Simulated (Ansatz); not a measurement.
```
atom   x (Å)    y (Å)   z (Å)
  Hf  0.0000   0.0000  0.0000
   C  0.0000   1.8916  1.3245
   C  0.0000  -1.8916  1.3245
```

Basis set: pcseg-2 on C; def2-TZVPP on Hf (spherical functions, with the set's core potentials past Kr). Some runs use density fitting. Charge 0, multiplicity 5.

Computed with Ansatz (development build ahead of 0.2.0); each method stands on the lowest determinant of its kind that the runs found. Restricted functionals stand beside restricted open-shell atoms, which can lie above the unrestricted atoms usual in DFT and then raise those values.

(1) Give the atomization energy at this shape (free ground-state atoms in the same class of orbitals less the molecule, no zero-point energy) of quintet HfC2 by PBE (unrestricted), PBE (restricted open-shell).

Answers

(1)

| method | atomization energy |
| --- | --- |
| PBE (unrestricted) | 692.0 kJ/mol |
| PBE (restricted open-shell) | 684.4 kJ/mol |

Caution: other spin multiplicities were not run. Caution for PBE (unrestricted): the unrestricted determinant is spin contaminated.

The shape needn't be a minimum at these levels.
